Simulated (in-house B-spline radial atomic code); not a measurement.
Atomic self-consistent-field run: Xe²⁺. Computed with an all-electron radial atomic-structure program (B-spline basis): scalar-relativistic (X2C) CAM-B3LYP, spin-polarised, spherical fractional occupations, Fermi nucleus of rms radius 4.7859 fm.

In the input, 3d5,1 would mean five up and one down electron.

Command:
```bash
python run_scf.py task.json out
```
Settings (nuclear radius in fm, mass in u):
```
Z                54
configuration    1s2 2s2 2p6 3s2 3p6 3d10 4s2 4p6 4d10 5s2 5p2,2
hamiltonian      x2c
method           camb3lyp
spin_polarised   True
nucleus          fermi
rms_radius       4.7859
atomic_mass      131.90416
speed_of_light   137.035999084
```

Output (hartree, bohr):
```
 radial grid: 79 intervals, B-splines of order 8, outer radius 53.7037 bohr

 iter        energy (Eh)    residual
    1       -7440.030694    4.70e-01
    2       -7442.933321    3.20e-01
    3       -7445.491408    4.74e-02
    4       -7445.567438    1.19e-02
    5       -7445.569905    4.82e-03
    6       -7445.570618    8.94e-04
    7       -7445.570629    1.21e-04
    8       -7445.570629    1.33e-05
    9       -7445.570629    3.72e-07

 total energy                     -7445.57063
 kinetic                            7911.7536
 electron-nucleus                 -18067.2736
 Hartree                            2898.4372
 exact exchange                      -39.3986
 exchange-correlation               -149.0893

 orbital      occ     eigenvalue          <r>       <r^2>       <1/r>       r_max
 1s up      1.000     -1264.5706    0.0260347 0.000929187     61.1651     0.01641
 1s down    1.000     -1264.5706    0.0260347 0.000929187     61.1651     0.01641
 2s up      1.000      -198.2847     0.114037   0.0154018     13.9464     0.09684
 2s down    1.000      -198.2847     0.114037   0.0154018     13.9464     0.09684
 2p up      3.000      -178.1299    0.0999874   0.0122198     12.8014     0.07746
 2p down    3.000      -178.1299    0.0999874   0.0122198     12.8014     0.07746
 3s up      1.000       -41.5710     0.305905    0.107083     4.93286       0.279
 3s down    1.000       -41.5710     0.305905    0.107083     4.93286       0.279
 3p up      3.000       -35.0135     0.303874    0.107176     4.58414      0.2728
 3p down    3.000       -35.0135     0.303874    0.107176     4.58414      0.2728
 3d up      5.000       -25.2131      0.28074   0.0931759     4.31398      0.2259
 3d down    5.000       -25.2131      0.28074   0.0931759     4.31398      0.2259
 4s up      1.000        -8.3504     0.716705    0.580117     1.98079      0.6612
 4s down    1.000        -8.3504     0.716705    0.580117     1.98079      0.6612
 4p up      3.000        -6.2494     0.764508    0.665538     1.79663      0.6932
 4p down    3.000        -6.2494     0.764508    0.665538     1.79663      0.6932
 4d up      5.000        -3.1469     0.874646    0.892001     1.51481      0.7481
 4d down    5.000        -3.1469     0.874646    0.892001     1.51481      0.7481
 5s up      1.000        -1.5801       1.7929     3.61445    0.734006       1.599
 5s down    1.000        -1.5801       1.7929     3.61445    0.734006       1.599
 5p up      2.000        -1.0184      2.10352     5.00762    0.614961       1.833
 5p down    2.000        -1.0184      2.10352     5.00762    0.614961       1.833
```

Cost of the run: 1.4 s on 1 thread of Arm Neoverse V1, with other jobs on the host.

Caution: exact exchange at fractional occupations of open shells leaves self-interaction of up to several eV.

One-electron X2C: radii and densities carry no picture-change correction, so inner-shell <1/r> comes out high (for 1s by about 2 % at Z = 33, 5 % at 54, 10 % at 75, 30 % at 118) and <r> low.
